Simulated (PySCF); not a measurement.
# Correlation energy of Br²⁺ (bromine, charge +2)

Starting occupation: [Ar] 3d10 4s2 4p3, 4p1/2 with m_j = -1/2, +1/2, 4p3/2 with m_j = +3/2. Computed with PySCF 2.14 in x2c-SVPall-2c, with X2C-1e with screened-nucleus spin-orbit coupling, Gaussian nucleus. Frozen: [Ne]; 23 electrons correlated.

MP2 pair energies summed by pair of shells (mhartree):

```json
{"pair": "3d-3d", "energy": "-103.47", "share (%)": "35.4"}
{"pair": "3d-3p", "energy": "-74.67", "share (%)": "25.5"}
{"pair": "4p-4s", "energy": "-40.23", "share (%)": "13.8"}
{"pair": "3p-3p", "energy": "-22.59", "share (%)": "7.7"}
{"pair": "4p-4p", "energy": "-15.06", "share (%)": "5.2"}
{"pair": "3d-4p", "energy": "-12.36", "share (%)": "4.2"}
{"pair": "4s-4s", "energy": "-6.62", "share (%)": "2.3"}
{"pair": "3d-3s", "energy": "-5.31", "share (%)": "1.8"}
{"pair": "3d-4s", "energy": "-3.76", "share (%)": "1.3"}
{"pair": "3p-4p", "energy": "-3.48", "share (%)": "1.2"}
{"pair": "3p-3s", "energy": "-2.35", "share (%)": "0.8"}
{"pair": "3p-4s", "energy": "-1.24", "share (%)": "0.4"}
{"pair": "3s-3s", "energy": "-0.60", "share (%)": "0.2"}
{"pair": "3s-4p", "energy": "-0.35", "share (%)": "0.1"}
{"pair": "3s-4s", "energy": "-0.35", "share (%)": "0.1"}
```

Total MP2 correlation energy: -292.45 mhartree.

The GHF reference relaxed away from the jj start to a determinant that is no pure jj level (⟨S²⟩ = 3.72, ⟨J²⟩ = 3.75); the energies belong to that determinant.

This basis was not built for core-valence correlation, so the inner-shell part is incomplete.
